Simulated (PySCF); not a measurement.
Radial density of Sn (tin, neutral)

UHF, [Kr] 4d10 5s1 5p2 6s1, high-spin 5P determinant (an excited configuration). All numbers are calculated (PySCF 2.14, scalar relativity through the core potential, in aug-cc-pVTZ-PP with one added diffuse shell each of d, f type with ECP28MDF (6s5p5d3f, 67 functions)). This is the valence pseudo-density: the core potential removes the inner electrons and smooths the orbitals near the nucleus.

| r (bohr) | 4πr²ρ (e/bohr) | 4πr²(ρα − ρβ) |
| --- | --- | --- |
| 0.00444 | 1.349e-05 | 0.0000 |
| 0.00747 | 3.544e-05 | 0.0000 |
| 0.0126 | 8.355e-05 | 0.0000 |
| 0.0211 | 0.0001659 | 0.0000 |
| 0.0356 | 0.0002985 | 0.0000 |
| 0.0598 | 0.0005921 | 0.0000 |
| 0.101 | 0.002857 | 0.0001 |
| 0.169 | 0.03203 | 0.0002 |
| 0.285 | 0.5503 | 0.0052 |
| 0.479 | 8.033 | 0.1184 |
| 0.805 | 23.01 | 0.0568 |
| 1.35 | 8.546 | 0.3937 |
| 2.28 | 1.938 | 1.4414 |
| 3.83 | 0.5322 | 0.5286 |
| 6.45 | 0.2322 | 0.2322 |
| 10.8 | 0.02199 | 0.0220 |

Energies and moments cover only the electrons outside the core potential. The outer electron is Rydberg-like, and this basis confines it to a smaller radius and binds it less than a complete one would.
